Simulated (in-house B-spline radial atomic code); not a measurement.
Response and correlation of Nb5+

Closed shell [Ar] 3d10 4s2 4p6. Computed with a B-spline radial code for spherical atoms: Dirac-Hartree-Fock, relativistic RPA (time-dependent Dirac-Hartree-Fock) for the response and second-order many-body perturbation theory for correlation, no-pair Dirac-Coulomb Hamiltonian, finite nucleus.

Command:
```bash
python run_mb.py task.json out
```
Settings (nuclear radius in fm, box in bohr, cutoff in hartree):
```
basis_form          2
Z                   41
core_configuration  [Ar] 3d10 4s2 4p6
rms_radius          4.324
mass_number         93
speed_of_light      137.036
box_radius          10.732
lmax                7
intervals           62
virtual_cutoff      42025.0
```

Cost of the run: 8.4 s on 1 thread of Arm Neoverse V1, with other jobs on the host.

```tsv
multipole (bohr³, bohr⁵, bohr⁷)	uncoupled	coupled RPA
dipole	2.5251	?
quadrupole	3.2784	3.7262
octupole	10.647	13.469
```

Task: What is the coupled dipole polarisability?

Result: 2.2749 atomic units, -10 % against the uncoupled value.

Task: Which subshells carry the dipole polarisability?

Result: 4p3/2 67.9 %, 4p1/2 30.2 %, 4s1/2 1.1 %.

Task: What does the dipole shielding factor come to?

Result: The dipole shielding factor is 0.878, against the exact N/Z = 36/41 = 0.878 of the non-relativistic theorem.

Dipole polarisability at imaginary frequency:

| u (Eh) | α(iu) (bohr³) |
| --- | --- |
| 0 | 2.275 |
| 0.294 | 2.213 |
| 0.735 | 1.938 |
| 1.47 | 1.357 |
| 2.2 | 0.9241 |
| 2.94 | 0.6502 |
| 4.41 | 0.3729 |
| 5.88 | 0.2473 |
| 7.35 | 0.1801 |
| 10.3 | 0.1121 |
| 14.7 | 0.06772 |
| 22 | 0.03728 |
| 29.4 | 0.02365 |
| 44.1 | 0.01208 |
| 73.5 | 0.004946 |
| 147 | 0.001398 |

Task: What dispersion coefficients follow for two such ions (the dispersion part alone)?

Result: C6 = (3/π)∫α(iu)²du = 7.168 hartree·bohr⁶ and C8 = 68.66 hartree·bohr⁸.

Lowest J = 1 odd-parity excitations:

```csv
energy (eV),oscillator strength,leading channel,weight
33.551,0.00268,4p3/2 → d3/2,0.667
38.145,0.0697,4p1/2 → d3/2,0.486
46.376,5.67,4p3/2 → d5/2,0.494
49.981,0.251,4p3/2 → s1/2,0.96
52.263,0.225,4p1/2 → s1/2,0.958
68.454,0.00211,4p3/2 → d3/2,0.707
69.8,0.0623,4p3/2 → d5/2,0.684
71.974,0.0779,4p1/2 → d3/2,0.948
```

Second-order correlation energy by the highest angular momentum of the excited pair (hartree): s -0.02315, p -0.2106, d -0.6993, f -0.643, g -0.2132, h -0.09021, i -0.04108, k -0.02084.

Task: What is the second-order correlation energy at the partial-wave limit?

Result: The listed waves sum to -1.9414 hartree; extrapolating the increments as (l + 1/2)⁻⁴ gives -1.984 hartree, -1.5 eV per electron.
